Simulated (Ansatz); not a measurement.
CdI2, SMILES [Cd]([I])[I].

The structure is a stationary point at r2SCAN-D4/def2-SVP. The isomer is the one that the SMILES or the coordinates give; other isomers of the formula were not compared. The def2 effective core potentials stand for the cores of Cd, I; spin–orbit coupling is left out.

Two levels are set side by side: PBE/def2-SVPD (Ansatz, a quantum-chemistry and plane-wave program) and PBE0/def2-SVPD (Ansatz). Energy differences of separate SCF runs at the same geometry; the states with an electron removed or added have multiplicity 2 and 2. Differences are taken from unrounded values.

```tsv
quantity	PBE0
vertical ionisation energy (eV)	9.52
vertical electron affinity (eV)	0.89
vertical singlet–triplet gap (eV)	3.89
```

### Question
What does PBE give, and how far is it from PBE0? (Estimate from the structure and the level; the computed values follow.)

### Answer

| quantity | PBE | PBE minus PBE0 |
|---|---|---|
| vertical ionisation energy (eV) | 9.14 | -0.38 |
| vertical electron affinity (eV) | 0.97 | 0.08 |
| vertical singlet–triplet gap (eV) | 3.45 | -0.44 |
